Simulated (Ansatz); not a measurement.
Input for Ansatz (a first-principles code): R-B3LYP/def2-TZVPP on H2HfI2O2 (SMILES [OH][Hf]([OH])([I])[I]), 2S+1 = 1, a spin state set in the input, which need not be the lowest. Elements past Kr take the def2 small-core potentials; no spin–orbit coupling.

Ansatz 0.2 input:
```yaml
crystal:
  periodic: [false, false, false]
  atoms:
    - {symbol: Hf, position_ang: [0.33762346, 0.03836634, -0.00695810]}
    - {symbol: I, position_ang: [1.74367585, 1.78970643, -1.58751666]}
    - {symbol: I, position_ang: [2.02936198, -1.28167857, 1.70712405]}
    - {symbol: O, position_ang: [-0.52394920, -1.23766650, -1.12333867]}
    - {symbol: H, position_ang: [-1.08844716, -1.82923581, -1.61586964]}
    - {symbol: O, position_ang: [-0.92857069, 1.01930107, 1.01850445]}
    - {symbol: H, position_ang: [-1.67180218, 1.42560351, 1.45876631]}
basis:
  gaussian:
    orbitals: def2-TZVPP
hamiltonian:
  xc: {name: B3LYP}
```

The log:

```
WARN ansatz: RAYON_NUM_THREADS=8 ignored (pool sized by the plan → 8); use --threads N
Functional definition: B3LYP
integrals: 0.22 GiB planned
1615 factors; their error is unknown
0.29 GiB of the device are held for the grids
1.49 GiB of device memory are held for the factors and their scratch space
mean field: 1.29 GiB planned
mean field evaluation 1: about -21638.0691 eV, gradient 8.8e1 eV
mean field evaluation 2: about -21546.9986 eV, gradient 2.3e2 eV
mean field evaluation 4: about -21649.4095 eV, gradient 2.2e1 eV
mean field evaluation 8: about -21650.5394 eV, gradient 1.0e-1 eV
mean field evaluation 16: about -21650.9887 eV, gradient 3.9e-4 eV
mean field -21650.98872116 eV, -795.6591599352 hartree, gradient 6.9e-5 eV, S^2 0.000000; 0 other end points of the search recorded, 0 dependent functions left out
reference -21650.98899370 eV, -795.6591699511 hartree; 40, 40 occupied and 206, 206 virtual orbitals, 1615 factors
Total energy: -21650.98899370 eV, -795.6591699511 hartree
```

The run converged.
